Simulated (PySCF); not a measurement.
PySCF 2.14 output of an unrestricted LDA calculation on a single atom or ion in aug-cc-pVQZ-PP with ECP28MDF (7s7p5d3f2g, 92 functions), with scalar relativity through the core potential:

```
SCF conv_tol = 1e-09
number electrons alpha = 13  beta = 10
    P. A. M. Dirac.,  Math. Proc. Cambridge Philos. Soc. 26, 376 (1930)
    F. Bloch.,  Z. Phys. 57, 545 (1929)
    S. H. Vosko, L. Wilk, and M. Nusair.,  Can. J. Phys. 58, 1200 (1980)
cycle= 1 E= -239.583348580661  delta_E= -0.0128  |g|= 0.0913  |ddm|=  0.9
cycle= 2 E= -239.584073295157  delta_E= -0.000725  |g|= 0.0678  |ddm|= 0.293
cycle= 3 E= -239.584927041235  delta_E= -0.000854  |g|= 0.0049  |ddm|= 0.145
cycle= 4 E= -239.584940527713  delta_E= -1.35e-05  |g|= 0.000124  |ddm|= 0.0212
cycle= 5 E= -239.58494052379  delta_E= 3.92e-09  |g|= 1.61e-05  |ddm|= 0.00133
cycle= 6 E= -239.584940523588  delta_E= 2.02e-10  |g|= 4.94e-06  |ddm|= 0.000216
converged SCF energy = -239.584940523588  <S^2> = 3.7505977  2S+1 = 4.0002988
```

The run itself started from symmetry-adapted Hartree-Fock orbitals and held the occupation by maximum overlap, on a logarithmic radial grid, so the iterations belong to that start.

Question: Which element, charge and spin multiplicity is this?

Answer: Sb (antimony, neutral), multiplicity 4; the state was [Kr] 4d10 5s2 5p2 5d1, one real determinant (an excited configuration).

⟨L²⟩ = 7.96 against 12 for a pure F term, so this real determinant mixes terms. Energies and moments cover only the electrons outside the core potential. The outer electron is Rydberg-like, and this basis confines it to a smaller radius and binds it less than a complete one would.
